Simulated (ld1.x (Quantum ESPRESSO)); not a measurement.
Results of a calculation; reference values are marked as such.
**Hardness and transferability of assorted potentials**

Generated with ld1.x 7.5 (TM, RRKJ, ultrasoft, PAW), atompaw 4.2 or ONCVPSP 4.0.1. The cutoff is in Ry: for ld1.x and atompaw files where the sum of valence levels is converged to 10 mRy in a Bessel basis, for ONCV files where the hardest occupied wave has 1 mHa per electron of residual kinetic energy. The error is the largest all-electron minus pseudo excitation energy over each file’s own four to seven test configurations (ionisations up to +4, promotions, holes and added fractions of an electron), all of which were solved. The labels leave out finer settings (local radius, basis sizes, second energies), which also bear on the numbers. Spin-polarised tests are not counted. The rows are a selection from randomly drawn settings: files with unsolved tests, undetermined cutoffs or missed reference levels are left out.

A true bound ghost makes a file unfit for plane-wave use even where its test errors are small: the radial tests pick states by their node count and pass the ghost by.

| element | potential | cutoff (Ry) | largest error (meV) | bound ghosts |
| --- | --- | --- | --- | --- |
| Be | TM, PBEsol, fully relativistic, rc 1.95/3.65/3.80 (spd), local smoothed, core correction yes, reference 2s1.75 2p0.25 | 10 | -97 | none |
| Zr | ultrasoft, LDA (PZ), scalar-relativistic, rc 3.40/4.70/3.35 (spd), local smoothed, core correction no, reference 4d2 5s2 5p0 | 8 | +259 | p |
| Sn | TM semilocal, PBE, scalar-relativistic, rc 1.80/1.40/1.10/1.95 (spdf), local d, core correction no, reference 4p6 4d10 5s2 5p0 | 100 | +1465 | none |
| Tl | TM semilocal, PBE, scalar-relativistic, rc 1.60/2.35 (sp), local s, core correction yes, reference 6s2 6p0 | 40 | -216 | none |
| Bi | TM, PBE, scalar-relativistic, rc 1.60/2.50/1.70/2.35 (spdf), local smoothed, core correction no, reference 5d10 6s2 6p2 | 60 | -193 | none |
| Bi | PAW, PBEsol, scalar-relativistic, rc 2.15/2.50/1.20 (spd), local smoothed, core correction yes, reference 5d10 6s1.75 6p3.25 | 80 | -87 | s, p |

(1) Fill in the row for Ne: RRKJ, LDA (PZ), scalar-relativistic, rc 0.60/1.05/0.95 (spd), local s, core correction yes, reference 2s2 2p4.5.

(2) Fill in the row for C: RRKJ, LDA (PZ), non-relativistic, rc 0.90/1.40/1.20 (spd), local d, core correction no, reference 2s2 2p2.

(3) Fill in the row for Pt: ultrasoft, Wu–Cohen, scalar-relativistic, rc 1.45/1.80/1.30 (spd), local smoothed, core correction yes, reference 5s2 5p6 5d9 6s0 6p1.

## Answers

(1) cutoff 230 Ry, largest error +764 meV, bound ghosts: none.

(2) cutoff 45 Ry, largest error +401 meV, bound ghosts: none.

(3) cutoff 60 Ry, largest error -18 meV, bound ghosts: none.
